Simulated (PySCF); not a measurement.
SMILES F[SiH2]N[SiH2]Cl (H5ClFNSi2) (PBE0/def2-SVP optimised geometry):

```
10

Si    -0.035    -1.672     0.000
F     -0.519    -2.453    -1.341
N     -0.573    -0.031     0.000
Si     0.330     1.391    -0.401
Cl     0.976     2.405     1.290
H     -0.639    -2.405     1.142
H      1.449    -1.672     0.000
H     -1.532     0.127     0.301
H     -0.524     2.345    -1.156
H      1.532     0.968    -1.162
```

Computed with PBE0/def2-TZVP run with PySCF.

Problem. What are the frontier orbital energies and the dipole moment?

Solution. HOMO-2 -9.34 eV, HOMO-1 -8.99 eV, HOMO -8.57 eV, LUMO 0.00 eV, LUMO+1 0.48 eV; dipole moment 0.97 D.

On the same geometry PBE/def2-TZVP (PySCF) gives HOMO-2 -7.93 eV, HOMO-1 -7.60 eV, HOMO -7.18 eV, LUMO -0.85 eV, LUMO+1 -0.44 eV; dipole moment 0.99 D.

Meta-Löwdin charges at PBE0/def2-TZVP: Si1 1.02, F2 -0.52, N3 -0.80, Si4 0.78, Cl5 -0.32, H6 -0.11, H7 -0.11, H8 0.25, H9 -0.10, H10 -0.09.
